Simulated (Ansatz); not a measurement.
Geometry optimisation, UKS B3LYP/def2-SVP in Ansatz 0.2.0.

input.yaml

```yaml
crystal:
  periodic: [false, false, false]
  atoms:
    - { symbol: Ga, position_ang: [0.0, 0.0, 0.0] }
    - { symbol: H, position_ang: [0.0, 0.0, 1.82] }
    - { symbol: H, position_ang: [1.3596, 0.0, -0.785] }
    - { symbol: H, position_ang: [-1.3596, 0.0, -0.785] }
    - { symbol: C, position_ang: [0.0, 0.0, 3.23] }
    - { symbol: H, position_ang: [-0.5653, -0.8805, 3.6005] }
    - { symbol: H, position_ang: [1.0452, -0.0494, 3.6005] }
    - { symbol: H, position_ang: [-0.4798, 0.9298, 3.6005] }
magnetization:
  spin_polarized: true
  initial_magnetization: 1
basis:
  gaussian: { orbitals: def2-SVP }
hamiltonian:
  xc: b3lyp
relax:
  f_tol: 0.15
  max_steps: 25
  restrain:
    - { distance: [1, 4], at: 2.31, k: 30.0 }
    - { distance: [0, 1], at: 1.57, k: 30.0 }
output:
  orbitals: {}
```

Command:

```bash
$ ansatz run input.yaml --threads 2 --pin off --max-ram 3072MiB --backend cpu --events-out ev --progress --plain --runs-dir out
```

Task: Where does it end, and by what steps?

Result: The run converged. The restraints hold the end off the free minimum. After 5 steps the energy has risen by 0.228 eV (the restraints' own energy left out); C5 moved furthest, 0.49 Å.

| step | energy less start (eV) | largest force component (eV/Å) | accepted |
| --- | --- | --- | --- |
| 0 | 0.0000 | 2.540 | yes |
| 1 | 0.3222 | 0.490 | yes |
| 2 | 0.3405 | 1.059 | yes |
| 3 | 0.2818 | 1.037 | yes |
| 4 | 0.2410 | 0.440 | yes |
| 5 | 0.2283 | 0.168 | yes |

```xyz
8
Properties=species:S:1:pos:R:3
Ga 0.000 0.000 -0.175
H -0.003 0.000 1.399
H 1.360 0.000 -0.975
H -1.357 0.000 -0.980
C 0.000 0.000 3.715
H -0.589 -0.916 3.768
H 1.088 -0.051 3.758
H -0.500 0.968 3.771
```

Whether the end is a true minimum wasn't checked by a vibrational analysis.

Time of the run: 14 s on 2 threads of Arm Neoverse V1, with other jobs on the host, peak memory 0.19 GiB.
